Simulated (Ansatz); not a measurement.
Basis-set extrapolation for `O[SiH]C[SiH2]O` radical (PBE0-D4/def2-TZVP geometry, frozen core, the Gaussian-basis code of Ansatz). Multiplicity 2, UHF reference.

|  | def2-TZVPP | def2-QZVPP |
| --- | --- | --- |
| HF | -769.713611 | -769.741566 |
| MP2 correlation | -0.882941 | -0.951332 |
| CCSD(T) correlation | -0.959873 | not run |

Energies in hartree. Use E(X) = E(∞) + A·exp(−7.88·√X) for Hartree–Fock and E(X) = E(∞) + B·X^(−2.97) for correlation, with X = 3 and 4, and add CCSD(T) minus MP2 of the smaller set to the MP2 limit.

Problem. What is the CCSD(T) energy at the basis-set limit?

Solution. HF limit: -769.741566 + (-0.027955) × 0.13774 = -769.74542. MP2 limit: -0.951332 + (-0.068391) × 0.74074 = -1.00199. Higher-order term: -0.959873 − (-0.882941) = -0.07693. Total: -770.82434 hartree, 396.1 kJ/mol below CCSD(T)/def2-TZVPP.
